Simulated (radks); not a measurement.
Valence configurations of the boron ion B+ (all share [He]). Method: Dirac Kohn-Sham, PBE, spin-unpolarised, spherical densities, finite nucleus; open shells fill j = l - 1/2 first; Fermi nuclear charge, rms radius 2.406 fm; computed with a radial shooting solver on a logarithmic mesh with Libxc functionals. Energies are relative to 2s2; eigenvalues in eV.

valence      E (eV)  e(2p1/2)  e(2s1/2)
2s2           0.000         -   -19.511
2s1.5 2p0.5   3.070   -13.414   -19.552
2s1 2p1       6.138   -13.459   -19.591
2s0.5 2p1.5   9.202   -13.504   -19.628
2p2          12.262   -13.548         -

NIST lists [He] 2s2 as the ground configuration; this level of theory agrees among the configurations tried. The energies are those of spherical spin-averaged densities, not of single terms.
